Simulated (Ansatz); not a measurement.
GeH6Si2, SMILES `[SiH2]1[SiH2][GeH2]1`, 9 atoms. The species carries charge 0 and has multiplicity 1. Correlated methods include outer-core shells of Ge, which these sets cover unevenly. Scalar relativity is left out up to krypton. All runs use 2 threads of a server CPU on a shared host. Correlated methods freeze the cores.

Question: Give the basis size and wall time and peak host memory of each of these runs in Ansatz. RKS revPBE-D4/def2-TZVPP energy; RKS PBE0-D4/def2-TZVP relaxation (6 steps); RKS ωB97M-V/def2-TZVPP energy and forces; RHF-MP2/def2-QZVPP energy; RHF-CCSD(T)/def2-TZVPP energy; RKS ωB97M-V/def2-QZVPP energy; direct RPA on PBE orbitals/def2-TZVPP energy; RKS PBE0-D4/def2-QZVPP energy; RKS ωB97M-V/def2-SVP energy; RKS HSE06-D4/def2-TZVPP energy; RKS PBE0-D4/def2-TZVP frequencies; RHF-CCSD(T)/def2-SVP energy. (Estimate.)

Answer: Ansatz gave: Other jobs shared the machine, so times are rough.

| level | job | functions | wall time | peak host memory (GiB) |
| --- | --- | --- | --- | --- |
| RKS revPBE-D4/def2-TZVPP | energy | 216 | 1.9 s | 0.29 |
| RHF-CCSD(T)/def2-SVP | energy | 98 | 3.1 s | 0.34 |
| RKS HSE06-D4/def2-TZVPP | energy | 216 | 3.4 s | 0.59 |
| direct RPA on PBE orbitals/def2-TZVPP | energy | 216 | 4 s | 0.44 |
| RKS ωB97M-V/def2-SVP | energy | 98 | 4.4 s | 0.32 |
| RKS PBE0-D4/def2-QZVPP | energy | 409 | 9 s | 1.4 |
| RKS ωB97M-V/def2-TZVPP | energy and forces | 216 | 11 s | 0.78 |
| RHF-MP2/def2-QZVPP | energy | 409 | 18 s | 2 |
| RKS ωB97M-V/def2-QZVPP | energy | 409 | 20 s | 1.6 |
| RKS PBE0-D4/def2-TZVP | relaxation (6 steps) | 158 | 20 s | 0.43 |
| RHF-CCSD(T)/def2-TZVPP | energy | 216 | 66 s | 2.8 |
| RKS PBE0-D4/def2-TZVP | frequencies | 158 | 100 s | 0.43 |

HSE06 is defined as in plane-wave codes.
